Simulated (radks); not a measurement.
Ionisation of neutral chlorine, [Ne] 3s2 3p5, to [Ne] 3s2 3p4 as the strength of local exchange is varied. All-electron calculation, scalar-relativistic Kohn-Sham, Slater X-alpha exchange (alpha = 2/3 is LDA exchange), no correlation, spin-polarised, spherical densities, point nucleus; open shells are filled with parallel spins first. Program: a radial shooting solver on a logarithmic mesh with Libxc functionals.

alpha	E(Cl) (hartree)	exchange (hartree)	IE (eV)	-e of the level emptied (eV)	<r> of it (bohr)
0.551	-454.41817	-20.78714	10.455	5.767 (3p)	1.946
0.595	-456.08120	-22.51898	10.919	6.189 (3p)	1.923
0.646	-458.01547	-24.53954	11.470	6.693 (3p)	1.898
0.667	-458.81400	-25.37565	11.700	6.906 (3p)	1.887
0.681	-459.34703	-25.93438	11.855	7.049 (3p)	1.881
0.914	-468.29685	-35.38928	14.579	9.602 (3p)	1.778
0.928	-468.83933	-35.96674	14.751	9.765 (3p)	1.772

NIST Atomic Spectra Database: 12.968 eV (measured). The Delta-SCF value meets it near alpha = 0.78. Open shells are spherical and high-spin; term and fine-structure splittings are not resolved.
